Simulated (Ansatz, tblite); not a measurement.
Spin states of Au4, each relaxed with PBE-D4/def2-SVP in Ansatz. Electronic energies in the gas phase.

In the def2 sets Au takes a core potential; there is no spin–orbit coupling. The xTB rows come from tblite. B3LYP takes the VWN-RPA correlation. HSE06 is defined as in plane-wave codes, on full-range PBE exchange. Correlated methods freeze no core orbitals; core or outer-core shells of Au are correlated, in sets that lack core-valence functions. HOMO above LUMO, or a gap near zero within one spin, warns that the state may not be the lowest or that an electron is smeared out. The structure comes from a short search, and lower isomers may exist.

Singlet geometry (D2h within 0.1 Å):

```xyz
4

Au    0.5975   -1.1768    0.1685
Au    1.8735    0.7730   -1.2439
Au   -0.5972    1.1769   -0.1678
Au   -1.8738   -0.7731    1.2432
```

Triplet geometry (D2h within 0.1 Å):

```tsv
atom	x (Å)	y (Å)	z (Å)
Au1	-0.007	-0.886	1.401
Au2	-0.269	1.758	1.110
Au3	0.007	0.886	-1.401
Au4	0.269	-1.758	-1.110
```

Quintet geometry (D2d within 0.1 Å):

```tsv
atom	x (Å)	y (Å)	z (Å)
Au1	-0.1270	0.5588	1.6250
Au2	0.3341	-1.6725	-0.2617
Au3	1.3484	0.8386	-0.6691
Au4	-1.5555	0.2750	-0.6942
```

⟨S²⟩: triplet 2.01 at PBE0-D4/def2-TZVP (pure 2.00), quintet 6.02 at PBE0-D4/def2-TZVP (pure 6.00).

Run but left out: HF/def2-TZVP, MP2/def2-TZVP (singlet: restricted singlet, unstable towards broken spin symmetry); B2PLYP/def2-TZVP (singlet: restricted singlet, unstable in another Hartree–Fock run and untested here).

Only these spin states were relaxed. The triplet has other bonds than the singlet, so the gap mixes isomer and spin. The quintet has other bonds than the singlet, so the gap mixes isomer and spin.

**Question.** Estimate which spin state lies lowest at each of these levels, and by how much: GFN1-xTB; GFN2-xTB; PBE-D4/def2-TZVP; r2SCAN-D4/def2-TZVP; B97M-V/def2-TZVP; B3LYP-D4/def2-TZVP; PBE0-D4/def2-TZVP; HSE06-D4/def2-TZVP; RPA@PBE/def2-TZVP.

**Answer.** 
| level | triplet − singlet (kcal/mol) | quintet − singlet (kcal/mol) | lowest of these | remarks |
| --- | --- | --- | --- | --- |
| GFN1-xTB | 17.0 | 63.5 | singlet | – |
| GFN2-xTB | 31.0 | 136.9 | singlet | – |
| PBE-D4/def2-TZVP | 15.2 | 65.3 | singlet | gap within one spin near zero (quintet) |
| r2SCAN-D4/def2-TZVP | 14.2 | 61.2 | singlet | – |
| B97M-V/def2-TZVP | 16.1 | 70.6 | singlet | – |
| B3LYP-D4/def2-TZVP | 15.4 | 72.7 | singlet | – |
| PBE0-D4/def2-TZVP | 16.3 | 73.4 | singlet | – |
| HSE06-D4/def2-TZVP | 16.3 | 73.3 | singlet | – |
| RPA@PBE/def2-TZVP | 17.4 | 63.0 | singlet | – |

Change of the quintet − singlet gap on mixing in exact exchange, in kcal/mol: PBE to PBE0 (25 % exact exchange) 8.2. The xTB methods have no spin-polarisation term.
